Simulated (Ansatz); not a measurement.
Program: Ansatz. Geometries: PBE0-D4/def2-TZVP. ΔE: electronic, gas phase. CBS: MP2 limit from def2 TZ/QZ plus the TZ coupled-cluster correction, frozen cores. Functionals use def2-TZVPP. For Ga outer-core shells are correlated without core-valence functions, which leaves a few kJ/mol of doubt a bond. Scalar relativity is left out up to krypton. Each species was taken in one conformer, which may not be the lowest.

Consider the ligand exchange at a B–N bond: `B[NH][GaH2]` + `OCF` → `BOCF` + `[NH2][GaH2]`.

Problem. Is it downhill or uphill in electronic energy at CCSD(T)/CBS, and by how much? (Best estimate.)

Solution. Computed: Nearly level: ΔE = -2.6 kJ/mol.

Problem. What do these levels give: revPBE-D4, r2SCAN-D4, PBE-QIDH, CAM-B3LYP, CCSD/def2-TZVPP, MP2/def2-QZVPP? (An estimate is asked.)

Solution. Ansatz gave: revPBE-D4 2.6, r2SCAN-D4 -2.3, PBE-QIDH 1.0, CAM-B3LYP -5.6, CCSD/def2-TZVPP -0.9, MP2/def2-QZVPP -0.9 kJ/mol.

Largest T1 diagnostic among the species: 0.014.

Leaving LDA and LC-ωPBE aside and taking each functional with its dispersion term where it has one, the values, not all of them listed here, spread over 7.3 kJ/mol, from CAM-B3LYP-D4 to revPBE-D4. In def2-TZVPP, CCSD(T) changes the Hartree–Fock value by +4.3 kJ/mol (the triples alone add +0.3 kJ/mol) and MP2 by +5.6 kJ/mol.
